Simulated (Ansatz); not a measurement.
Cost and result for the atomization energy of C$_{2}$H$_{8}$F$_{2}$N$_{2}$Si (`CN[Si](F)(F)NC`) (15 atoms, 14 bonds).

```xyz
15

C    -0.825   -1.359    1.856
N    -0.719   -0.293    0.881
Si   -0.463   -0.456   -0.775
F     0.359   -1.812   -0.941
F    -1.757   -0.688   -1.676
N     0.253    0.931   -1.406
C     1.447    1.575   -0.904
H    -0.383   -2.269    1.449
H    -1.863   -1.583    2.126
H    -0.279   -1.111    2.771
H    -1.055    0.599    1.208
H    -0.019    1.220   -2.332
H     2.338    1.338   -1.496
H     1.634    1.245    0.120
H     1.332    2.663   -0.881
```

Total charge 0; spin multiplicity 1. The geometry is a stationary point of PBE0-D4/def2-TZVP. It is one conformer, not always the lowest. Program: Ansatz. All runs use 2 threads of an AMD EPYC 7R13 on a shared host and a share of an NVIDIA H100 80 GB. Times are those of one run each, without the atoms' runs, and a repeat can differ threefold. Electronic energies, without spin–orbit coupling; frozen cores. CCSD(T)/CBS adds CCSD(T) − MP2 in def2-TZVPP to the MP2 limit, and its time is that of the two runs behind it. T1 = 0.010. B3LYP takes the VWN-RPA correlation (the form of Gaussian; ORCA's B3LYP/G).

CCSD(T)/CBS is a level of theory with its own doubt, some kJ/mol a heavy atom from the limit and from the frozen cores, so smaller differences don't rank the functionals.

```
                             level  functions  wall time  atomization (kJ/mol)  difference from CCSD(T)/CBS  per bond
                PBE0-D4/def2-TZVPP        340      2.4 s                5924.2                        -22.6      -1.6
   PBE-D4/def2-TZVPP (with forces)        340      2.8 s                6037.3                         90.5       6.5
 B3LYP-D4/def2-TZVPP (with forces)        340      3.2 s                5941.7                         -5.1      -0.4
r2SCAN-D4/def2-TZVPP (with forces)        340      3.3 s                5922.7                        -24.1      -1.7
                 B2PLYP/def2-TZVPP        340      3.5 s                5879.7                        -67.1      -4.8
                ωB97X-V/def2-TZVPP        340        4 s                5957.3                         10.5       0.8
  ωB97M-V/def2-TZVPP (with forces)        340      4.5 s                5959.0                         12.2       0.9
                    MP2/def2-QZVPP        652      5.5 s                5991.5                         44.7       3.2
                CCSD(T)/def2-TZVPP        340      8.5 s                5773.2                       -173.6     -12.4
                 CCSD(T)/CBS(def2)          –       14 s                5946.8                          0.0       0.0
```

In def2-TZVPP, CCSD(T) changes the Hartree–Fock value by +1485.6 kJ/mol (the triples alone add +81.3 kJ/mol) and MP2 by +1599.0 kJ/mol; breaking electron pairs costs correlation energy, which Hartree–Fock lacks. From PBE to PBE0 (25 % exact exchange), in def2-TZVPP and without D4, the atomization energy moves by −108.1 kJ/mol: exact exchange takes away binding that semilocal exchange gives to molecules. The D4 term adds +52.3 kJ/mol with B3LYP and +27.8 kJ/mol with PBE0; it sums over pairs of atoms, weighted by their polarisabilities, and B3LYP, whose exchange is more repulsive, gets the larger term.
